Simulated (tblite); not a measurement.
A geometry optimisation, step by step.

Species: C8H5Cl (charge -1 and doublet state).
Numbering: `[H]/[C-:1]=[C:2]/[c:3]1[cH:4][cH:5][cH:6][cH:7][c:8]1[Cl:9]` (hydrogens: H10 on C1; H11 on C4; H12 on C5; H13 on C6; H14 on C7)
Bond orders are those of one Lewis drawing.

Computed with GFN2-xTB (tblite), gas phase: L-BFGS steps from a force-field or distance-geometry start until the largest atomic force falls under 0.01 eV/Å. 6 of its 53 geometries are shown.

Step 0: E = -661.3127 eV, largest atomic force 2.944 eV/Å
```
atom  x, y, z in Å  |  force x, y, z in eV/Å
C1      3.293   -0.391    0.505    0.118   0.003   0.023
C2      2.101   -0.241    0.314   -1.199   0.221  -0.141
C3      0.707   -0.082    0.110    2.907  -0.234   0.404
C4     -0.085   -1.215   -0.110   -2.151  -1.153  -0.330
C5     -1.461   -1.112   -0.310    1.601  -0.810   0.109
C6     -2.069    0.145   -0.330   -0.529   0.646  -0.006
C7     -1.292    1.294   -0.125    1.521  -0.075   0.277
C8      0.091    1.187    0.100   -2.757   0.494  -0.442
Cl9     0.985    2.638    0.345    0.348   0.298   0.079
H10     4.326   -0.509    0.672   -0.117   0.005  -0.030
H11     0.372   -2.210   -0.098   -0.020   0.380  -0.001
H12    -2.062   -2.006   -0.476    0.138   0.123   0.048
H13    -3.139    0.236   -0.485    0.076   0.039   0.001
H14    -1.767    2.267   -0.133    0.064   0.062   0.007
```

Step 10: E = -661.4874 eV, largest atomic force 0.026 eV/Å
```
atom  x, y, z in Å  |  force x, y, z in eV/Å
C1      3.286   -0.387    0.504   -0.014   0.013  -0.004
C2      2.093   -0.221    0.321    0.018  -0.009   0.008
C3      0.738   -0.087    0.109   -0.001  -0.001   0.007
C4     -0.106   -1.234   -0.106    0.002  -0.001  -0.017
C5     -1.444   -1.114   -0.315   -0.022  -0.006   0.013
C6     -2.078    0.148   -0.327    0.004  -0.001  -0.002
C7     -1.286    1.294   -0.120   -0.004   0.004  -0.005
C8      0.052    1.173    0.088   -0.003  -0.011  -0.001
Cl9     0.995    2.632    0.346    0.023   0.001  -0.001
H10     4.315   -0.508    0.668    0.004   0.012   0.000
H11     0.372   -2.208   -0.100   -0.012   0.005   0.003
H12    -2.048   -2.004   -0.472   -0.003  -0.011  -0.006
H13    -3.143    0.241   -0.488    0.008  -0.010  -0.005
H14    -1.748    2.274   -0.129    0.001   0.015   0.010
```

Step 21: E = -661.4881 eV, largest atomic force 0.035 eV/Å
```
atom  x, y, z in Å  |  force x, y, z in eV/Å
C1      3.287   -0.370    0.497    0.023  -0.003  -0.011
C2      2.090   -0.229    0.327   -0.012   0.016  -0.003
C3      0.736   -0.094    0.111   -0.001  -0.035   0.001
C4     -0.111   -1.239   -0.107   -0.004  -0.005  -0.007
C5     -1.448   -1.114   -0.316    0.005  -0.011   0.009
C6     -2.078    0.150   -0.327   -0.002  -0.013  -0.001
C7     -1.283    1.294   -0.117   -0.013  -0.009  -0.008
C8      0.055    1.169    0.089   -0.014  -0.023  -0.002
Cl9     1.013    2.618    0.341    0.002   0.024   0.006
H10     4.316   -0.484    0.671    0.003   0.006   0.011
H11     0.363   -2.216   -0.100   -0.007   0.010   0.003
H12    -2.055   -2.003   -0.475    0.000   0.008  -0.005
H13    -3.142    0.241   -0.495    0.011   0.020   0.008
H14    -1.743    2.275   -0.121    0.008   0.014  -0.001
```

Step 31: E = -661.4935 eV, largest atomic force 0.101 eV/Å
```
atom  x, y, z in Å  |  force x, y, z in eV/Å
C1      3.311   -0.320    0.387    0.025   0.022  -0.074
C2      2.092   -0.257    0.353   -0.048   0.010   0.032
C3      0.739   -0.131    0.117   -0.005  -0.096   0.002
C4     -0.132   -1.262   -0.103    0.011   0.012  -0.010
C5     -1.469   -1.117   -0.320    0.052  -0.004   0.036
C6     -2.082    0.155   -0.320    0.044  -0.005  -0.061
C7     -1.261    1.282   -0.120   -0.061   0.012   0.079
C8      0.073    1.139    0.099   -0.038  -0.048  -0.055
Cl9     1.030    2.590    0.346    0.044  -0.016   0.009
H10     4.303   -0.377    0.743   -0.065  -0.046   0.033
H11     0.318   -2.251   -0.098    0.017   0.073  -0.009
H12    -2.084   -1.999   -0.495    0.032   0.057   0.034
H13    -3.145    0.273   -0.491    0.072  -0.024   0.008
H14    -1.693    2.273   -0.118   -0.079   0.054  -0.025
```

Step 42: E = -661.5055 eV, largest atomic force 0.036 eV/Å
```
atom  x, y, z in Å  |  force x, y, z in eV/Å
C1      3.310   -0.341    0.318    0.027  -0.009   0.000
C2      2.088   -0.239    0.364   -0.031   0.007  -0.016
C3      0.741   -0.107    0.110   -0.004  -0.006   0.000
C4     -0.112   -1.248   -0.105   -0.009   0.015  -0.004
C5     -1.450   -1.114   -0.312    0.005  -0.006   0.010
C6     -2.072    0.152   -0.328   -0.005  -0.013   0.002
C7     -1.273    1.292   -0.123   -0.001  -0.021   0.021
C8      0.063    1.157    0.093   -0.004   0.000  -0.008
Cl9     1.022    2.602    0.363   -0.001   0.011  -0.013
H10     4.254   -0.455    0.782   -0.004  -0.002   0.010
H11     0.355   -2.228   -0.099   -0.010   0.025   0.001
H12    -2.063   -1.998   -0.471    0.008   0.003   0.002
H13    -3.138    0.248   -0.481    0.013   0.010  -0.019
H14    -1.727    2.277   -0.135    0.015  -0.013   0.015
```

Step 52: E = -661.5062 eV, largest atomic force 0.009 eV/Å
```
atom  x, y, z in Å  |  force x, y, z in eV/Å
C1      3.311   -0.348    0.315   -0.003  -0.001   0.000
C2      2.089   -0.236    0.357    0.001   0.003   0.001
C3      0.743   -0.103    0.106   -0.002   0.006   0.000
C4     -0.110   -1.244   -0.104    0.000   0.001  -0.003
C5     -1.449   -1.115   -0.310    0.000   0.002  -0.003
C6     -2.073    0.150   -0.325    0.004   0.000  -0.002
C7     -1.276    1.290   -0.116    0.002   0.000  -0.002
C8      0.063    1.160    0.092    0.000   0.002  -0.003
Cl9     1.018    2.610    0.354   -0.005  -0.005  -0.004
H10     4.249   -0.467    0.791    0.004  -0.001   0.003
H11     0.359   -2.221   -0.098   -0.005  -0.001   0.002
H12    -2.058   -2.002   -0.468   -0.002   0.005  -0.001
H13    -3.136    0.249   -0.494    0.005  -0.005   0.005
H14    -1.730    2.275   -0.123    0.001  -0.005   0.006
```

Q: Summarise the path.

A: The energy falls by 18.67 kJ/mol from step 0 to step 52; nine tenths of that is first reached at step 8. It rises by more than 0.2 meV at step 34. The largest force goes from 2.944 to 0.009 eV/Å. Among the bonds C7–C8 changes most, from 1.406 to 1.361 Å; the atoms move by 0.072 Å rms after alignment.

The cost below is that of the whole relaxation. Hardware: Arm Neoverse V2, one thread (shared host). Cost: 0.33 s.
